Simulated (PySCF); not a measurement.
Species: CHBClF₃O₂.
SMILES with atom numbers: `[OH:1][B:2]([Cl:3])[O:4][C:5]([F:6])([F:7])[F:8]` (hydrogens: H9 on O1)

Method: PySCF, PBE0-D3(BJ)/def2-SVP geometry optimisation, gas phase; density fitting, grid level 1; the optimiser is geomeTRIC in internal coordinates, started from a GFN2-xTB structure with every atom displaced at random (about 0.01 Å).

Step 0: E = -26468.7824 eV
```
atom  x, y, z in Å  |  force x, y, z in eV/Å
O1      1.3595   -0.5002   -0.4945   -2.187   0.149   0.091
B2      1.0294    0.2007    0.5944    0.352  -0.576  -0.801
Cl3     2.1537    0.8437    1.7030    1.295   0.566   0.952
O4     -0.2572    0.4471    0.9196   -1.876  -0.180  -0.348
C5     -1.3138    0.0285    0.1736   -0.349   0.065  -0.247
F6     -1.3725   -1.2901    0.0515    0.344  -0.142   0.142
F7     -2.4436    0.4117    0.7496    0.306   0.206   0.156
F8     -1.2918    0.5400   -1.0584    0.202   0.081   0.256
H9      2.2502   -0.6419   -0.7124    1.914  -0.168  -0.202
```

Step 1: E = -26468.8607 eV
```
atom  x, y, z in Å  |  force x, y, z in eV/Å
O1      1.2621   -0.5303   -0.4672    0.793  -0.247  -0.392
B2      1.0002    0.1763    0.6298   -0.105   0.465   0.526
Cl3     2.2755    0.9295    1.6300   -0.529  -0.304  -0.293
O4     -0.3232    0.3742    1.0088    0.697  -0.062  -0.080
C5     -1.3204    0.0075    0.1731    0.368   0.277  -0.120
F6     -1.3579   -1.3072    0.0058   -0.208   0.019  -0.001
F7     -2.4609    0.4185    0.6837   -0.201  -0.116   0.021
F8     -1.1621    0.5818   -1.0222   -0.227  -0.136   0.069
H9      2.2006   -0.6106   -0.7153   -0.588   0.104   0.271
```

Step 2: E = -26468.8967 eV
```
atom  x, y, z in Å  |  force x, y, z in eV/Å
O1      1.3602   -0.5374   -0.4854   -0.119  -0.046  -0.267
B2      1.0215    0.1917    0.5801   -0.008  -0.047   0.411
Cl3     2.2492    0.8898    1.6433   -0.157   0.029  -0.027
O4     -0.2981    0.3844    0.9450    0.168  -0.013  -0.534
C5     -1.3455    0.0206    0.1650   -0.138   0.017   0.038
F6     -1.4225   -1.2935    0.0089    0.214  -0.097  -0.044
F7     -2.4572    0.4152    0.7526   -0.111   0.173   0.173
F8     -1.3020    0.5807   -1.0438    0.228  -0.060   0.188
H9      2.3085   -0.6119   -0.6392   -0.077   0.045   0.063
```

Step 3: E = -26468.9123 eV
```
atom  x, y, z in Å  |  force x, y, z in eV/Å
O1      1.3512   -0.5171   -0.5170   -0.116   0.024   0.016
B2      1.0280    0.1750    0.5810   -0.155   0.056   0.105
Cl3     2.2092    0.8730    1.6818    0.118  -0.039  -0.020
O4     -0.2850    0.3880    0.9263   -0.137   0.006  -0.140
C5     -1.3413    0.0190    0.1686    0.060   0.007   0.035
F6     -1.4206   -1.2996    0.0454    0.015  -0.053   0.006
F7     -2.4454    0.4488    0.7542    0.044   0.015  -0.021
F8     -1.2786    0.5427   -1.0518   -0.011   0.013   0.060
H9      2.2965   -0.5903   -0.6619    0.181  -0.030  -0.041
```

**Question.** Estimate the geometry and energy of step 4. (The exact step hangs on the optimiser's Hessian estimate; all steps are aligned on step 3, rigid shifts and turns removed.)

**Answer.** E = -26468.9152 eV, largest force 0.094 eV/Å
```
atom  x, y, z in Å  |  force x, y, z in eV/Å
O1      1.3487   -0.4959   -0.5230   -0.086  -0.014  -0.034
B2      1.0186    0.1818    0.5829    0.009   0.005   0.024
Cl3     2.2262    0.8378    1.6825    0.017   0.010   0.044
O4     -0.2941    0.4022    0.9217    0.056   0.023   0.014
C5     -1.3442    0.0166    0.1688    0.060   0.040  -0.007
F6     -1.4137   -1.3053    0.0674   -0.042   0.007   0.006
F7     -2.4504    0.4564    0.7426    0.015  -0.053  -0.032
F8     -1.2745    0.5232   -1.0573   -0.066  -0.010  -0.015
H9      2.2972   -0.5772   -0.6591    0.038  -0.007   0.000
```

The energy changes by -0.0028 eV. The first-order estimate −F·Δx gives -0.0075 eV and the mean of the old and new forces, exact on a quadratic surface, -0.0033 eV. The step makes an angle of 72° with the force vector and moves no atom by more than 0.039 Å.

The cost below is that of the whole optimisation. The run took 55 s of wall time on an Arm Neoverse V1 with one thread, shared host with 32 logical CPUs at a one-minute load of 33, and the process peaked at 0.52 GiB of memory.
